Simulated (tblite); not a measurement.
C₅H₁₂GeSSi.
SMILES with atom numbers: `[CH3:1][C:2]#[C:3][SiH2:4][C@H:5]([GeH3:6])[S:7][CH3:8]` (hydrogens: H9, H10, H11 on C1; H12, H13 on Si4; H14 on C5; H15, H16, H17 on Ge6; H18, H19, H20 on C8)

Computed with GFN2-xTB (tblite), gas phase: L-BFGS steps from a force-field or distance-geometry start until the largest atomic force falls under 0.01 eV/Å.

The end geometry, which sets the zero of energy:
```
atom  x, y, z in Å
C1     -4.1690   -0.7794    0.5001
C2     -2.9443   -0.5633   -0.2353
C3     -1.9207   -0.3830   -0.8462
Si4    -0.3555   -0.1144   -1.7827
C5      1.0251    0.0195   -0.4659
Ge6     0.7487    1.4746    0.8334
S7      2.6010    0.3184   -1.3492
C8      3.7617   -0.4041   -0.1579
H9     -3.9681   -0.7633    1.5711
H10    -4.5958   -1.7461    0.2341
H11    -4.8890    0.0032    0.2619
H12    -0.0543   -1.2716   -2.6319
H13    -0.4170    1.1318   -2.5505
H14     1.1294   -0.9451    0.0313
H15    -0.4048    1.2066    1.7520
H16     1.9614    1.6807    1.6962
H17     0.5057    2.7641    0.1243
H18     3.6092   -1.4796   -0.1103
H19     4.7624   -0.1859   -0.5169
H20     3.6086    0.0477    0.8200
```

**Question.** These geometries come from the run, each turned onto the end geometry. Order them by energy, lowest first.
A.
```
atom  x, y, z in Å
C1     -4.0158   -1.2933    0.4114
C2     -2.8950   -0.7329   -0.3078
C3     -1.9612   -0.2615   -0.9086
Si4    -0.4775    0.3780   -1.7972
C5      0.9135    0.2596   -0.4808
Ge6     1.1951    1.9243    0.5612
S7      2.4785   -0.2392   -1.2795
C8      3.3628   -0.8183    0.1913
H9     -3.7721   -1.3832    1.4706
H10    -4.2514   -2.2821    0.0172
H11    -4.8889   -0.6502    0.3011
H12    -0.1575   -0.4837   -2.9367
H13    -0.6592    1.7744   -2.2133
H14     0.6578   -0.5633    0.1898
H15     0.7842    1.7675    1.9987
H16     2.6389    2.3334    0.5457
H17     0.4287    3.0832    0.0041
H18     2.8004   -1.6288    0.6473
H19     4.3336   -1.1768   -0.1350
H20     3.4797    0.0035    0.8979
```
B.
```
atom  x, y, z in Å
C1     -4.1312   -0.7405    0.5245
C2     -2.9173   -0.5407   -0.2324
C3     -1.9067   -0.3788   -0.8692
Si4    -0.3479   -0.1385   -1.8222
C5      1.0155    0.0098   -0.4905
Ge6     0.7080    1.4361    0.8327
S7      2.6028    0.3616   -1.3335
C8      3.7508   -0.3822   -0.1433
H9     -3.9149   -0.7112    1.5922
H10    -4.5667   -1.7083    0.2759
H11    -4.8480    0.0440    0.2856
H12    -0.0514   -1.3124   -2.6500
H13    -0.4103    1.0887   -2.6188
H14     1.1324   -0.9603   -0.0075
H15    -0.4412    1.1480    1.7511
H16     1.9225    1.6249    1.6956
H17     0.4579    2.7373    0.1496
H18     3.6350   -1.4638   -0.1559
H19     4.7539   -0.1113   -0.4588
H20     3.5516    0.0087    0.8523
```
C.
```
atom  x, y, z in Å
C1     -4.1290   -0.7120    0.5329
C2     -2.9135   -0.5498   -0.2291
C3     -1.9057   -0.4097   -0.8761
Si4    -0.3467   -0.1534   -1.8256
C5      1.0194   -0.0132   -0.4915
Ge6     0.6921    1.4071    0.8345
S7      2.6018    0.3652   -1.3325
C8      3.7606   -0.3657   -0.1426
H9     -3.9154   -0.6700    1.5999
H10    -4.5895   -1.6715    0.3020
H11    -4.8245    0.0865    0.2829
H12    -0.0481   -1.3223   -2.6581
H13    -0.4236    1.0746   -2.6215
H14     1.1544   -0.9841   -0.0152
H15    -0.4647    1.1142    1.7381
H16     1.9029    1.6086    1.6991
H17     0.4482    2.7060    0.1454
H18     3.7191   -1.4492   -0.2144
H19     4.7516   -0.0166   -0.4115
H20     3.5053   -0.0340    0.8609
```
D.
```
atom  x, y, z in Å
C1     -3.9689   -0.9346    0.5485
C2     -2.8396   -0.5941   -0.2869
C3     -1.9013   -0.2947   -0.9827
Si4    -0.3621    0.1039   -1.9144
C5      0.9610    0.1289   -0.5321
Ge6     0.7977    1.6568    0.7117
S7      2.6215    0.1629   -1.2967
C8      3.5374   -0.6569    0.0365
H9     -3.6699   -0.9270    1.5977
H10    -4.3356   -1.9304    0.2960
H11    -4.7689   -0.2100    0.3983
H12    -0.0110   -0.9519   -2.8643
H13    -0.4233    1.4166   -2.5634
H14     0.9076   -0.8160    0.0085
H15     0.0499    1.3178    1.9681
H16     2.1511    2.1638    1.1129
H17     0.0880    2.8074    0.0739
H18     3.3171   -1.7225    0.0208
H19     4.5926   -0.4874   -0.1495
H20     3.2514   -0.2217    0.9945
```
E.
```
atom  x, y, z in Å
C1     -4.0893   -0.6974    0.5569
C2     -2.8956   -0.5495   -0.2428
C3     -1.8926   -0.4236   -0.9004
Si4    -0.3400   -0.1452   -1.8556
C5      1.0180   -0.0060   -0.5172
Ge6     0.6715    1.4143    0.8056
S7      2.6210    0.3525   -1.3264
C8      3.7427   -0.3997   -0.1134
H9     -3.8346   -0.6452    1.6152
H10    -4.5600   -1.6582    0.3522
H11    -4.7933    0.1003    0.3233
H12    -0.0174   -1.2849   -2.7193
H13    -0.4270    1.1087   -2.6086
H14     1.1284   -0.9792   -0.0397
H15    -0.4376    1.0524    1.7475
H16     1.8913    1.6993    1.6352
H17     0.3119    2.6882    0.1173
H18     3.7577   -1.4771   -0.2522
H19     4.7307    0.0118   -0.2908
H20     3.4089   -0.1507    0.8909
```

**Answer.** B (0.002 eV), C (0.005 eV), E (0.011 eV), D (0.043 eV), A (0.079 eV).

In the order of the answer:

```
step  E above end (eV)  largest force (eV/Å)  rms force component (eV/Å)  rms distance from end (Å)  rms bond change (Å)  bond most changed (Å)
 186             0.002                  0.03                       0.009                      0.059                0.001          Si4–C5 -0.001
 178             0.005                  0.07                       0.022                      0.097                0.001          Si4–C5 +0.002
 168             0.011                  0.04                       0.012                      0.149                0.001           S7–C8 +0.002
 146             0.043                  0.07                       0.023                      0.369                0.002          C5–Ge6 +0.007
 111             0.079                  0.06                       0.014                      0.764                0.004          C5–Ge6 +0.014
```

What follows is the cost of the whole relaxation. On one thread, Arm Neoverse N1 (aarch64), on a shared host, this took 3.7 s.
